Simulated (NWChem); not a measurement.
# NH2TeBr; SMILES Br[Te]N

```xyz
5

Te     0.2839     0.8362     0.0000
Br     0.0302    -1.7013     0.0000
N     -1.5959     1.5113     0.0000
H     -2.1317     1.3065     0.8397
H     -2.1317     1.3065    -0.8397
```
Atoms are numbered in this order, from 1.

All runs: NWChem. Structure relaxed at the PBE0/def2-SVP level. def2 effective core potentials on Te; no spin-orbit coupling. B3LYP is NWChem's, with the RPA form of VWN correlation. Static field.

```json
[
 {"level": "PBE/def2-SVPD", "isotropic polarisability (bohr³)": "77.4", "anisotropy (bohr³)": "35.2"},
 {"level": "B3LYP/def2-SVPD", "isotropic polarisability (bohr³)": "75.5", "anisotropy (bohr³)": "35.0"},
 {"level": "BHandHLYP/def2-SVPD", "isotropic polarisability (bohr³)": "73.0", "anisotropy (bohr³)": "34.4"}
]
```
